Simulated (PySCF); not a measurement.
Compound: FH₄PSeSi.
Atom-mapped SMILES: `[F:1][Si@H:2]([PH2:3])[SeH:4]` (hydrogens: H5 on Si2; H6, H7 on P3; H8 on Se4)

A GFN2-xTB structure was refined with PySCF, PBE0-D3(BJ)/def2-SVP geometry optimisation, gas phase. Its GFN2-xTB values:

| coordinate | GFN2-xTB |
| --- | --- |
| F1–Si2 | 1.619 Å |
| Si2–P3 | 2.254 Å |
| Si2–Se4 | 2.281 Å |
| Si2–H5 | 1.450 Å |
| P3–H6 | 1.382 Å |
| P3–H7 | 1.364 Å |
| Se4–H8 | 1.455 Å |
| F1–Si2–P3 | 107.1° |
| F1–Si2–H5 | 102.6° |
| Si2–P3–H6 | 93.3° |
| Si2–P3–H7 | 95.2° |
| Si2–Se4–H8 | 94.9° |
| P3–Si2–Se4 | 118.2° |
| P3–Si2–H5 | 113.3° |
| Se4–Si2–H5 | 110.5° |

How do these coordinates change at the PBE0-D3(BJ)/def2-SVP level?

```
coordinate  PBE0-D3(BJ)/def2-SVP (Å or °)  change
     P3–H7                          1.427  +0.063
     P3–H6                          1.431  +0.049
    Si2–H5                          1.489  +0.039
    Se4–H8                          1.471  +0.016
    F1–Si2                          1.626  +0.007
   Si2–Se4                          2.280  -0.001
    Si2–P3                          2.253  -0.001
 P3–Si2–H5                          108.3    -5.0
 F1–Si2–H5                          106.9    +4.3
Si2–Se4–H8                           92.0    -2.9
P3–Si2–Se4                          115.3    -2.9
 F1–Si2–P3                          109.3    +2.2
Se4–Si2–H5                          112.5    +2.0
 Si2–P3–H6                           91.3    -2.0
 Si2–P3–H7                           94.4    -0.8
```

The energy falls by 3.0 kcal/mol over 5 energy and gradient evaluations, the largest force component goes from 0.0285 to 1.8e-04 Eh/bohr, and the atoms move by 0.093 Å rms after alignment. The bond that changes most is P3–H7 (three-coordinate phosphorus to P–H hydrogen), which lengthens by 0.063 Å. Bonds longer at the end by more than 0.005 Å: 5 of 7; shorter: 0. Rotational constants go from 4162, 1284, 1041 to 3951, 1325, 1054 MHz.

The run used 102 basis functions and 32 SCF cycles in all. The run took 21 s on one thread, Arm Neoverse V1 (aarch64), no GPU (shared host), and the process peaked at 0.42 GiB of memory.

PBE0-D3(BJ)/def2-SVP frequencies: not computed here. The numbers are those of one conformer.

The values belong to the conformer `[F:1][Si@H:2]([PH2:3])[SeH:4]`: H–P3–Si2–F1 177°, H–P3–Si2–F1 -88°, H–Se4–Si2–F1 157°.
